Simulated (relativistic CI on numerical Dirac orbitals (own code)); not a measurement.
Hyperfine structure of Hf XXIII, mass number 179

Method of calculation: Dirac-Coulomb-Breit CI, orbitals from a KLI potential per configuration, QED by a radiative potential, unscaled Slater integrals (own radial code, finite nucleus).

Configuration list (outside the closed core [Ar] 3d10 4p6 4d10): 4s2 4f4, 4s2 4f3 5s, 4s2 4f2 5s2, 4s2 4f3 5p, 4s2 4f2 5s 5p, 4s2 4f2 5p2, 4s2 4f3 5d, 4s2 4f2 5s 5d, 4s2 4f2 5p 5d, 4s2 4f3 5f, 4s2 4f3 6s, 4s2 4f3 6p, 4s 4f3 5s2. Levels of other configurations are missing.

Nuclear spin I = 9/2, μ = -0.6389 μN, Q = 3.79 b (tables of Stone and Pyykkö). The electronic factors are computed for point nuclear moments, without core polarisation or the Bohr-Weisskopf and QED corrections.

| Level | E (cm⁻¹) | A (MHz) | B (MHz) |
| --- | --- | --- | --- |
| 4s2 4f4 5I_4 | 0.0 | -484.3 | -5500 |
| 4s2 4f4 5I_5 | 10394.5 | -378.9 | -4930 |
| 4s2 4f4 5I_6 | 20011.0 | -326.5 | -4560 |
| 4s2 4f4 5I_7 | 28548.2 | -303.6 | -4020 |
| 4s2 4f4 5I_8 | 36154.1 | -294.6 | -3310 |
| 4s2 4f4 5F_2 | 37215.5 | -437.9 | 6030 |
| 4s2 4f4 5F_1 | 38945.7 | -847.1 | 1840 |
| 4s2 4f4 5F_3 | 45116.7 | -304.7 | 304 |

Levels with J = 0, under 50 % of one LS term, or S terms without an open s electron are left out. Small factors come from cancelling terms and can be off by tens of per cent or more.

At this charge energies of transitions that change n are usually good to better than 1 %, and those within a shell (Δn = 0) to a few per cent. Terms inside the open d or f shell come out 10 to 20 % too wide with unscaled integrals.

Problem. Give the hyperfine levels of 4s2 4f4 5I_4 relative to its centre of gravity.

Solution. With K = F(F + 1) − I(I + 1) − J(J + 1), E = AK/2 + B[¾K(K + 1) − I(I + 1)J(J + 1)]/[2I(2I − 1)J(2J − 1)]: F = 1/2: 8135, F = 3/2: 7924, F = 5/2: 7490, F = 7/2: 6711, F = 9/2: 5415, F = 11/2: 3381, F = 13/2: 339.8, F = 15/2: -4028, F = 17/2: -10090 MHz.

LS names give the leading component of a level, which can be under half, so a name can repeat, a term be missing and a line seem to break the LS rules.
